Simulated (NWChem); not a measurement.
System: AlH$_{3}$, triplet; SMILES of the neutral closed-shell parent [AlH3]

Input file for NWChem:

```
start job
memory heap 200 mb stack 700 mb global 900 mb
geometry units angstroms noautosym nocenter noautoz
  Al     0.255084     0.241631    -0.328073
  H     -0.997736    -0.442991     0.838005
  H      1.093457     1.219342     0.611389
  H     -0.361226    -1.017983     0.868409
end
basis spherical
  Al library def2-tzvp
  H library def2-tzvp
end
dft
  odft
  mult 3
  xc xpbe96 cpbe96
  iterations 150
end
property
  efieldgrad
end
task dft property
```

NWChem printed, in part:

```
             Northwest Computational Chemistry Package (NWChem) 7.3.0
             --------------------------------------------------------

                             Geometry "geometry" -> ""
                             -------------------------

 Output coordinates in angstroms (scale by  1.889725989 to convert to a.u.)

  No.       Tag          Charge          X              Y              Z
 ---- ---------------- ---------- -------------- -------------- --------------
    1 Al                  13.0000     0.25508400     0.24163100    -0.32807300
    2 H                    1.0000    -0.99773600    -0.44299100     0.83800500
    3 H                    1.0000     1.09345700     1.21934200     0.61138900
    4 H                    1.0000    -0.36122600    -1.01798300     0.86840900

 Effective nuclear repulsion energy (a.u.)      12.7904166080

  pbe96 is a nonlocal functional; adding pw91lda local functional.
                              NWChem Property Module
                              ----------------------

  itol2e modified to match energy
  convergence criterion.

                                 NWChem DFT Module
                                 -----------------

 Summary of "ao basis" -> "ao basis" (spherical)
 ------------------------------------------------------------------------------
       Tag                 Description            Shells   Functions and Types
 ---------------- ------------------------------  ------  ---------------------
 Al                        def2-tzvp                13       37   5s5p2d1f
 H                         def2-tzvp                 4        6   3s1p

  itol2e modified to match energy
  convergence criterion.

            General Information
            -------------------
          SCF calculation type: DFT
          Wavefunction type:  spin polarized.
          No. of atoms     :     4
          No. of electrons :    16
           Alpha electrons :     9
            Beta electrons :     7
          Charge           :     0
          Spin multiplicity:     3
          Use of symmetry is: off; symmetry adaption is: off
          Maximum number of iterations: 150
          AO basis - number of functions:    55
                     number of shells:    25
          Convergence on energy requested:  1.00D-07
          Convergence on density requested:  1.00D-05
          Convergence on gradient requested:  5.00D-04

              XC Information
              --------------
          PerdewBurkeErnzerhof Exchange Functional  1.000
            Perdew 1991 LDA Correlation Functional  1.000 local
           PerdewBurkeErnz. Correlation Functional  1.000 non-local

             Grid Information
             ----------------
          Grid used for XC integration:  fine
          Radial quadrature: Mura-Knowles
          Angular quadrature: Lebedev.
          Tag              B.-S. Rad. Rad. Pts. Rad. Cut. Ang. Pts.
          ---              ---------- --------- --------- ---------
          Al                  1.25      123           8.0       770
          H                   0.35       60           9.0       590
          Grid pruning is: on
          Number of quadrature shells:   303
          Spatial weights used:  Erf1

      Superposition of Atomic Density Guess
      -------------------------------------

 Sum of atomic energies:        -243.37425148

      Non-variational initial energy
      ------------------------------

 Total energy =    -243.380741
 1-e energy   =    -363.349381
 2-e energy   =     107.178223
 HOMO         =      -0.155095
 LUMO         =      -0.053911

   convergence    iter        energy       DeltaE   RMS-Dens  Diis-err
 ---------------- ----- ----------------- --------- --------- ---------
 d= 0,ls=0.0,diis     1   -243.9307246860 -2.57D+02  8.24D-03  9.57D-02
                                                     2.43D-03  8.46D-02
 d= 0,ls=0.0,diis     2   -243.9538959359 -2.32D-02  3.19D-03  3.97D-03
                                                     2.50D-03  2.78D-03
 d= 0,ls=0.0,diis     3   -243.9554758945 -1.58D-03  1.62D-03  2.64D-03
                                                     9.61D-04  1.68D-03
 d= 0,ls=0.0,diis     4   -243.9578616720 -2.39D-03  2.93D-04  3.92D-05
                                                     1.64D-04  3.67D-05
 d= 0,ls=0.0,diis     5   -243.9579061196 -4.44D-05  4.78D-05  3.20D-06
                                                     2.31D-05  1.84D-06
  Resetting Diis
 d= 0,ls=0.0,diis     6   -243.9579083987 -2.28D-06  1.21D-05  1.50D-07
                                                     1.20D-05  1.43D-07
 d= 0,ls=0.0,diis     7   -243.9579085447 -1.46D-07  3.82D-06  9.57D-09
                                                     1.48D-06  2.67D-09
 d= 0,ls=0.0,diis     8   -243.9579085530 -8.27D-09  2.06D-06  1.43D-09
                                                     1.64D-06  2.18D-09

         Total DFT energy =     -243.957908553012
      One electron energy =     -363.745381413706
           Coulomb energy =      126.505918626797
    Exchange-Corr. energy =      -19.508862374074
 Nuclear repulsion energy =       12.790416607971

 Numeric. integr. density =       16.000000104855

                    DFT Final Alpha Molecular Orbital Analysis
                    ------------------------------------------

 Vector    7  Occ=1.000000D+00  E=-3.279401D-01
              MO Center=  7.2D-01,  7.8D-01,  2.3D-01, r^2= 1.9D+00
   Bfn.  Coefficient  Atom+Function         Bfn.  Coefficient  Atom+Function
  ----- ------------  ---------------      ----- ------------  ---------------
     4      0.460015  1 Al s                 45      0.262171  3 H  s
     3     -0.238001  1 Al s                  5      0.214462  1 Al s
    44      0.161421  3 H  s                 46      0.146075  3 H  s
    16      0.118324  1 Al py                15      0.106201  1 Al px
    39     -0.103406  2 H  s                 51     -0.103407  4 H  s

 Vector    8  Occ=1.000000D+00  E=-2.032941D-01
              MO Center=  2.3D-01,  2.0D-01, -6.3D-01, r^2= 2.8D+00
   Bfn.  Coefficient  Atom+Function         Bfn.  Coefficient  Atom+Function
  ----- ------------  ---------------      ----- ------------  ---------------
     4      0.448707  1 Al s                  5      0.448180  1 Al s
    17     -0.329105  1 Al pz                 3     -0.216148  1 Al s
    20     -0.202029  1 Al pz                46     -0.197882  3 H  s
    45     -0.188249  3 H  s                 16     -0.148626  1 Al py
    15     -0.118555  1 Al px                44     -0.108993  3 H  s

 Vector    9  Occ=1.000000D+00  E=-1.508844D-01
              MO Center= -6.7D-02, -9.5D-02,  3.7D-02, r^2= 3.4D+00
   Bfn.  Coefficient  Atom+Function         Bfn.  Coefficient  Atom+Function
  ----- ------------  ---------------      ----- ------------  ---------------
    15      0.337128  1 Al px                40     -0.318665  2 H  s
    52      0.318664  4 H  s                 18      0.315844  1 Al px
    16     -0.304547  1 Al py                19     -0.285322  1 Al py
    39     -0.162163  2 H  s                 51      0.162163  4 H  s
     6     -0.077884  1 Al px                 7      0.070357  1 Al py

 Vector   10  Occ=0.000000D+00  E=-3.725344D-02
              MO Center=  3.9D-01,  3.8D-01, -6.3D-01, r^2= 4.3D+00
   Bfn.  Coefficient  Atom+Function         Bfn.  Coefficient  Atom+Function
  ----- ------------  ---------------      ----- ------------  ---------------
    19      0.637106  1 Al py                20     -0.630425  1 Al pz
    18      0.605613  1 Al px                40      0.533082  2 H  s
    52      0.533132  4 H  s                  5     -0.460924  1 Al s
    17     -0.302170  1 Al pz                16      0.294478  1 Al py
    15      0.280435  1 Al px                 4     -0.198331  1 Al s

 Vector   11  Occ=0.000000D+00  E=-9.821955D-03
              MO Center= -7.9D-02, -1.1D-01,  6.9D-02, r^2= 4.7D+00
   Bfn.  Coefficient  Atom+Function         Bfn.  Coefficient  Atom+Function
  ----- ------------  ---------------      ----- ------------  ---------------
    40      1.280871  2 H  s                 52     -1.280826  4 H  s
    18      0.443453  1 Al px                19     -0.400583  1 Al py
    39      0.201941  2 H  s                 51     -0.201935  4 H  s
    15      0.191733  1 Al px                16     -0.173197  1 Al py
    30      0.138964  1 Al d  2              38      0.106907  2 H  s

 Vector   12  Occ=0.000000D+00  E= 4.756695D-03
              MO Center=  2.4D-02, -4.1D-03, -1.3D-01, r^2= 4.8D+00
   Bfn.  Coefficient  Atom+Function         Bfn.  Coefficient  Atom+Function
  ----- ------------  ---------------      ----- ------------  ---------------
    46      1.212818  3 H  s                  5     -0.944350  1 Al s
    20     -0.853009  1 Al pz                19     -0.542045  1 Al py
    18     -0.448964  1 Al px                 4     -0.349607  1 Al s
    52      0.228470  4 H  s                 26      0.227251  1 Al d -2
    40      0.228381  2 H  s                 17     -0.198948  1 Al pz

                     DFT Final Beta Molecular Orbital Analysis
                     -----------------------------------------

 Vector    5  Occ=1.000000D+00  E=-2.541655D+00
              MO Center=  2.6D-01,  2.4D-01, -3.3D-01, r^2= 1.3D-01
   Bfn.  Coefficient  Atom+Function         Bfn.  Coefficient  Atom+Function
  ----- ------------  ---------------      ----- ------------  ---------------
     8      0.397510  1 Al pz                 7      0.293825  1 Al py
    11      0.284514  1 Al pz                 6      0.246447  1 Al px
    10      0.210182  1 Al py                 9      0.176284  1 Al px
    14      0.150579  1 Al pz                13      0.111297  1 Al py
    12      0.093350  1 Al px

 Vector    6  Occ=1.000000D+00  E=-4.739733D-01
              MO Center= -5.4D-01, -5.9D-01,  7.1D-01, r^2= 9.9D-01
   Bfn.  Coefficient  Atom+Function         Bfn.  Coefficient  Atom+Function
  ----- ------------  ---------------      ----- ------------  ---------------
     4      0.254382  1 Al s                 39      0.245036  2 H  s
    51      0.245035  4 H  s                 38      0.169117  2 H  s
    50      0.169116  4 H  s                  3     -0.136743  1 Al s
    17      0.092295  1 Al pz                40      0.081016  2 H  s
    52      0.081015  4 H  s                 16     -0.055419  1 Al py

 Vector    7  Occ=1.000000D+00  E=-3.053305D-01
              MO Center=  8.0D-01,  8.8D-01,  3.1D-01, r^2= 1.6D+00
   Bfn.  Coefficient  Atom+Function         Bfn.  Coefficient  Atom+Function
  ----- ------------  ---------------      ----- ------------  ---------------
     4      0.419891  1 Al s                 45      0.258569  3 H  s
     3     -0.218128  1 Al s                  5      0.192994  1 Al s
    44      0.167819  3 H  s                 46      0.154489  3 H  s
    16      0.142520  1 Al py                15      0.125518  1 Al px
    39     -0.092813  2 H  s                 51     -0.092812  4 H  s

 Vector    8  Occ=0.000000D+00  E=-1.352463D-01
              MO Center=  2.3D-01,  1.9D-01, -6.6D-01, r^2= 2.8D+00
   Bfn.  Coefficient  Atom+Function         Bfn.  Coefficient  Atom+Function
  ----- ------------  ---------------      ----- ------------  ---------------
     5      0.524917  1 Al s                  4      0.522222  1 Al s
    17     -0.258399  1 Al pz                 3     -0.246838  1 Al s
    46     -0.230166  3 H  s                 20     -0.204794  1 Al pz
    45     -0.173140  3 H  s                 40     -0.120461  2 H  s
    52     -0.120474  4 H  s                 16     -0.107281  1 Al py

[...]

          -----------------------
          Electric field gradient
          -----------------------

 1 a.u. = 0.324123 10**(16) esu/cm**3  ( or statvolts/cm**2 ) = 0.97174 10**(22) v/m**2

 ------------------------------------------------------------
   Atom      X         Y         Z
 ------------------------------------------------------------
    1 Al   0.48204   0.45662  -0.61997
 ------------------------------------------------------------

 Electric field gradient in molecular frame (a.u.)
         XX             YY             ZZ             XY             XZ             YZ
 ------------------------------------------------------------------------------------------
        0.063846       0.083179      -0.147025      -0.083140       0.349353       0.370741

 Principal components (a.u.) and orientation
 of principal axis w.r.t. absolute frame                      Asymmetry parameter eta
 --------------------------------------------------------------------------------------
       -0.592157       0.436531       0.155626                       0.474377

       -0.460557       0.487777      -0.741594
       -0.470050       0.574688       0.669915
        0.752954       0.657120      -0.035397

 ------------------------------------------------------------
   Atom      X         Y         Z
 ------------------------------------------------------------
    2 H   -1.88545  -0.83713   1.58360
 ------------------------------------------------------------

 Electric field gradient in molecular frame (a.u.)
         XX             YY             ZZ             XY             XZ             YZ
 ------------------------------------------------------------------------------------------
       -0.053947      -0.019695       0.073643       0.095873       0.023465       0.028339

 Principal components (a.u.) and orientation
 of principal axis w.r.t. absolute frame                      Asymmetry parameter eta
 --------------------------------------------------------------------------------------
       -0.134212       0.104475       0.029738                       0.556856

        0.766642       0.411815       0.492615
       -0.642074       0.492894       0.587193
        0.000992       0.766462      -0.642289

 ------------------------------------------------------------
   Atom      X         Y         Z
 ------------------------------------------------------------
    3 H    2.06633   2.30422   1.15536
 ------------------------------------------------------------

 Electric field gradient in molecular frame (a.u.)
         XX             YY             ZZ             XY             XZ             YZ
 ------------------------------------------------------------------------------------------
        0.010318      -0.007255      -0.003064      -0.059215      -0.050219      -0.058999

 Principal components (a.u.) and orientation
 of principal axis w.r.t. absolute frame                      Asymmetry parameter eta
 --------------------------------------------------------------------------------------
       -0.112956       0.061413       0.051542                       0.087390

        0.532546       0.741590      -0.407970
        0.619970      -0.669919      -0.408467
        0.576222       0.035402       0.816526

 ------------------------------------------------------------
   Atom      X         Y         Z
 ------------------------------------------------------------
    4 H   -0.68262  -1.92371   1.64106
 ------------------------------------------------------------

 Electric field gradient in molecular frame (a.u.)
         XX             YY             ZZ             XY             XZ             YZ
 ------------------------------------------------------------------------------------------
       -0.041528      -0.031299       0.072827       0.096687       0.015210       0.036369

 Principal components (a.u.) and orientation
 of principal axis w.r.t. absolute frame                      Asymmetry parameter eta
 --------------------------------------------------------------------------------------
       -0.134214       0.104474       0.029740                       0.556828

        0.714619       0.408325       0.567971
       -0.696026       0.496042       0.519124
        0.069766       0.766298      -0.638686
```

Level: PBE/def2-TZVP, spin-unrestricted. All runs use the structure optimised with PBE0/def2-SVP, spin-unrestricted. The spin multiplicity was typed, not searched, and may not be the lowest. No stability test was run on the SCF state. NWChem prints the field gradient with the sign opposite to the second derivative of the potential.
